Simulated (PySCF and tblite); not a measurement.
Values are calculated unless marked as measured or tabulated.
**Dynamics report: rotation**

System: C₃H₇FO₂Si₂, numbered as in [O:1]=[C:2]([SiH3:3])/[C:4]([F:5])=[C:6](\[OH:7])[SiH3:8].

Motion: rotation about the C6–O7 bond (torsion C4–C6–O7–H from 0° to 180°, rising). The path came from a restrained scan, a climbing-image band and a saddle search at GFN2-xTB; energies are PBE0/pcSseg-1 + D3(BJ)//GFN2-xTB, thermal terms GFN2-xTB. Rate constants are transition-state-theory values, counting equivalent paths, without tunnelling. Run with tblite and PySCF.

| point | symmetry | E(GFN2) kcal/mol | E(DFT) kcal/mol | ZPE change kcal/mol | lowest mode cm⁻¹ | dipole D |
| --- | --- | --- | --- | --- | --- | --- |
| start | Cs | 0.0 | 0.0 | 0.00 | 34 | 1.52 |
| saddle | C1 | 16.1 | 16.8 | -0.78 | 539i | 2.15 |
| end | Cs | 10.9 | 12.2 | 0.06 | 45 | 3.83 |

```json
{
  "Electronic barrier": "16.8 kcal/mol",
  "Barrier with zero-point energy": "16.0 kcal/mol",
  "ΔH‡ (298 K)": "16.1 kcal/mol",
  "ΔS‡ (298 K, symmetry apart)": "1.0 cal/(mol K)",
  "Paths": "2 equivalent paths",
  "End point": "a different minimum",
  "Mean lifetime of the start against this motion at 298 K": "33 ms",
  "Cost": "69 s on 1 thread of Intel Xeon 6975P-C (shared host) (rough), peak memory 0.85 GiB, launched as `OMP_NUM_THREADS=1 python ens_run.py task.json out`"
}
```

```json
{"T/K": "150", "ΔG‡ kcal/mol": "16.0", "k s⁻¹": "3.4×10⁻¹¹", "ΔG kcal/mol": "12.3", "k back s⁻¹": "3×10⁷"}
{"T/K": "200", "ΔG‡ kcal/mol": "15.9", "k s⁻¹": "3.3×10⁻⁵", "ΔG kcal/mol": "12.3", "k back s⁻¹": "9.2×10⁸"}
{"T/K": "250", "ΔG‡ kcal/mol": "15.9", "k s⁻¹": "0.14", "ΔG kcal/mol": "12.3", "k back s⁻¹": "7.4×10⁹"}
{"T/K": "298", "ΔG‡ kcal/mol": "15.8", "k s⁻¹": "30", "ΔG kcal/mol": "12.2", "k back s⁻¹": "2.8×10¹⁰"}
{"T/K": "350", "ΔG‡ kcal/mol": "15.8", "k s⁻¹": "1970", "ΔG kcal/mol": "12.2", "k back s⁻¹": "8×10¹⁰"}
{"T/K": "400", "ΔG‡ kcal/mol": "15.8", "k s⁻¹": "4×10⁴", "ΔG kcal/mol": "12.1", "k back s⁻¹": "1.7×10¹¹"}
{"T/K": "500", "ΔG‡ kcal/mol": "15.7", "k s⁻¹": "2.8×10⁶", "ΔG kcal/mol": "12.0", "k back s⁻¹": "4.9×10¹¹"}
```

ΔG and ΔG‡ leave out symmetry numbers and mirror images; rates count paths: 2 out, 2 back.
